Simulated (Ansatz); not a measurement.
Molecule: CH$_{6}$GeN, net charge 0, doublet state. It need not be the lowest isomer of its formula. 
Geometry from a B3LYP-D3(BJ)/def2-TZVP (Ansatz, an electronic-structure program) optimisation:
```
N
C 1 1.4323
H 2 1.0937 1 110.85
H 2 1.0996 3 109.24 1 127.13
H 2 1.1031 3 106.95 4 114.07
Ge 1 1.8735 2 116.81 3 165.91
H 6 1.5349 1 107.25 2 -148.46
H 6 1.5416 7 110.02 1 116.40
H 6 1.5468 7 110.74 8 121.47
```
Charge 0, spin multiplicity 2.

Basis-set convergence of Hartree-Fock and CCSD correlation energies (hartree) with Ansatz. Cores are frozen in the correlated levels unless marked. UHF or UKS for open shells. Spin-orbit coupling is left out. Frozen are the shells of the preceding noble gas and the d and f shells that filled before the atom's block. Non-relativistic.

```tsv
basis	functions	E(HF)	E(corr, CCSD)
aug-cc-pVDZ	136	-2171.10202	-0.45195
aug-cc-pVTZ	289	-2171.19883	-0.52765
aug-cc-pVQZ	529	-2171.20822	-0.54916
```

Extrapolating the two largest sets (X = 3 and 4) as X^-3: E(corr) = (64·(-0.54916) - 27·(-0.52765))/37 = -0.5649 Eh, an estimate of the basis-set limit. The largest set recovers 97.2 % of it, the smallest 80.0 %.
